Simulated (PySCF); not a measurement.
Polarisability and C₆ of S⁺ (sulfur, charge +1)

[Ne] 3s2 3p3, high-spin 4S determinant. Computed with PySCF 2.14 in an uncontracted even-tempered set (20 s from 0.028 bohr⁻², ratio 2.5; 14 p from 0.036 bohr⁻², ratio 2.5; 6 d from 0.67 bohr⁻², ratio 2.7; 5 f from 1 bohr⁻², ratio 2.7), with the non-relativistic Hamiltonian (point nucleus). Coupled (time-dependent) response in atomic units; α is the mean over directions.

```tsv
method	mean α (bohr³)	C₆ (like pair)	S(−4)
UHF	7.479	25.73	34.79
PBE0	6.986	24.06	26.15
```

S(−4) is the Cauchy moment in α(ω) = α(0) + S(−4) ω² + …

α(iu) at UHF:

```
u (hartree)  α(iu) (bohr³)
          0          7.479
     0.0500          7.394
      0.100          7.156
      0.200          6.407
      0.300          5.578
      0.500          4.215
      0.750          3.072
       1.00          2.319
       1.50          1.442
       2.00         0.9869
       3.00         0.5617
       5.00         0.2700
```

A single London oscillator, α(iu) = α/(1 + u²/ω²), gives C₆ = (3/4) ω α². Matching the computed C₆ needs ω = 4 × 25.73 / (3 × 7.479²) = 0.613 hartree.

For an ion, C₆ is the dispersion term alone; charge-induced terms of lower order in 1/R come first.
